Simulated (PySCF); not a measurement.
C2H10O2Si2, SMILES CO[Si@@](C)(O)[SiH3].

Geometry optimised at TPSSh-D3(BJ)/def2-SVP. The structure was generated by enumeration; whether it is a known compound was not checked. One conformer was computed; it need not be the lowest.

Level of theory: TDA-LC-ωPBE/def2-SVPD in PySCF 2.14.0.

Vertical excitations. Isolated molecule, no solvent.

Problem. Estimate the UV-visible absorptions. (Estimate from the structure and the level; the computed values follow.)

Solution. 
```json
[
 {"state": "S1", "energy (eV)": "7.10", "λ (nm)": "175", "f": "0.039", "main pairs": "HOMO→LUMO+1 40 %, HOMO→LUMO+2 26 %, HOMO→LUMO+4 20 %"},
 {"state": "S2", "energy (eV)": "7.24", "λ (nm)": "171", "f": "0.041", "main pairs": "HOMO→LUMO+2 49 %, HOMO→LUMO+1 14 %, HOMO→LUMO 12 %, HOMO→LUMO+6 8 %"},
 {"state": "S3", "energy (eV)": "7.78", "λ (nm)": "159", "f": "0.081", "main pairs": "HOMO→LUMO 69 %"},
 {"state": "S4", "energy (eV)": "8.42", "λ (nm)": "147", "f": "0.027", "main pairs": "HOMO−2→LUMO 18 %, HOMO→LUMO+4 17 %, HOMO−3→LUMO 11 %, HOMO−1→LUMO+1 8 %"},
 {"state": "S5", "energy (eV)": "8.50", "λ (nm)": "146", "f": "0.081", "main pairs": "HOMO→LUMO+3 27 %, HOMO−1→LUMO 16 %, HOMO−1→LUMO+2 15 %, HOMO→LUMO+1 8 %"},
 {"state": "S6", "energy (eV)": "8.55", "λ (nm)": "145", "f": "0.014", "main pairs": "HOMO−2→LUMO+1 20 %, HOMO→LUMO+7 13 %, HOMO−1→LUMO+1 12 %, HOMO−2→LUMO 10 %"},
 {"state": "T1", "energy (eV)": "6.08", "λ (nm)": "204", "f": "0", "main pairs": "HOMO→LUMO+1 29 %, HOMO→LUMO+2 26 %, HOMO→LUMO+4 25 %"},
 {"state": "T2", "energy (eV)": "6.30", "λ (nm)": "197", "f": "0", "main pairs": "HOMO→LUMO+2 43 %, HOMO→LUMO+1 15 %, HOMO→LUMO+6 11 %"}
]
```
Triplets are in the Tamm–Dancoff approximation.
